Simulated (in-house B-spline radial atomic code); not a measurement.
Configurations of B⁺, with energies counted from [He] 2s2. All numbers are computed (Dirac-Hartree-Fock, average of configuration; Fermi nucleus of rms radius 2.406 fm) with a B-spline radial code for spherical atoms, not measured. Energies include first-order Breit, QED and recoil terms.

```csv
configuration,E - E(ref) (eV),highest orbital,its <r> (bohr)
[He] 2s1 2p1,4.653,2p3/2,1.819
[He] 2s1 3p1,16.413,3p3/2,5.36
[He] 2s1 3d1,17.264,3d5/2,5.049
[He] 2s1 5p1,21.08,5p3/2,16.76
[He] 2s1 5d1,21.236,5d5/2,16.92
[He] 2s1 6d1,21.916,6d5/2,25.1
[He] 2s1 6g1,21.937,6g9/2,22
```

**Question.** Order these further configurations by energy, lowest first.
A. [He] 2s1 5g1
B. [He] 2s1 4f1
C. [He] 2s1 5f1
D. [He] 2s1 6p1
E. [He] 2s1 4p1

**Answer.** E (19.66 eV), B (20.045 eV), C (21.27 eV), A (21.272 eV), D (21.828 eV).

**Question.** How far above the reference does [He] 2s1 6f1 lie?

**Answer.** 21.936 eV; its least bound orbital is 6f7/2 with <r> = 23.97 bohr.

**Question.** How far above the reference does [He] 2s1 4d1 lie?

**Answer.** 19.98 eV; its least bound orbital is 4d5/2 with <r> = 10.23 bohr.
